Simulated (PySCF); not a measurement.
C4H5NO, SMILES CC(CC#N)=O, GFN2-xTB optimised geometry.

```
11

C     -0.55    -1.25    -0.01
C      0.30    -0.01     0.00
O      1.49    -0.01     0.00
C     -0.50     1.30     0.00
C     -1.49     1.32     1.04
N     -2.28     1.32     1.86
H     -1.23    -1.24    -0.87
H      0.07    -2.14    -0.05
H     -1.17    -1.28     0.89
H      0.19     2.14     0.14
H     -0.99     1.40    -0.97
```

Density from B3LYP/def2-TZVP in PySCF at that geometry.

Minimum of the electron density along straight lines between bonded atoms, close to the bond critical point (lines longer than 1.1 times the sum of covalent radii, or with two minima, are not listed):

```json
[
 {"bond": "C1–C2", "length / Å": "1.500", "ρ at the minimum / e bohr⁻³": "0.266", "∇²ρ there / e bohr⁻⁵": "-0.71", "position (fraction from the first atom)": "0.48"},
 {"bond": "C2–O3", "length / Å": "1.199", "ρ at the minimum / e bohr⁻³": "0.434", "∇²ρ there / e bohr⁻⁵": "-0.09", "position (fraction from the first atom)": "0.34"},
 {"bond": "C2–C4", "length / Å": "1.534", "ρ at the minimum / e bohr⁻³": "0.250", "∇²ρ there / e bohr⁻⁵": "-0.63", "position (fraction from the first atom)": "0.50"},
 {"bond": "C4–C5", "length / Å": "1.438", "ρ at the minimum / e bohr⁻³": "0.280", "∇²ρ there / e bohr⁻⁵": "-0.80", "position (fraction from the first atom)": "0.46"},
 {"bond": "C5–N6", "length / Å": "1.143", "ρ at the minimum / e bohr⁻³": "0.507", "∇²ρ there / e bohr⁻⁵": "-0.10", "position (fraction from the first atom)": "0.35"},
 {"bond": "C1–H7", "length / Å": "1.088", "ρ at the minimum / e bohr⁻³": "0.278", "∇²ρ there / e bohr⁻⁵": "-0.95", "position (fraction from the first atom)": "0.64"},
 {"bond": "C1–H8", "length / Å": "1.086", "ρ at the minimum / e bohr⁻³": "0.283", "∇²ρ there / e bohr⁻⁵": "-0.99", "position (fraction from the first atom)": "0.65"},
 {"bond": "C1–H9", "length / Å": "1.089", "ρ at the minimum / e bohr⁻³": "0.279", "∇²ρ there / e bohr⁻⁵": "-0.96", "position (fraction from the first atom)": "0.64"},
 {"bond": "C4–H10", "length / Å": "1.093", "ρ at the minimum / e bohr⁻³": "0.281", "∇²ρ there / e bohr⁻⁵": "-0.98", "position (fraction from the first atom)": "0.65"},
 {"bond": "C4–H11", "length / Å": "1.094", "ρ at the minimum / e bohr⁻³": "0.277", "∇²ρ there / e bohr⁻⁵": "-0.95", "position (fraction from the first atom)": "0.65"}
]
```
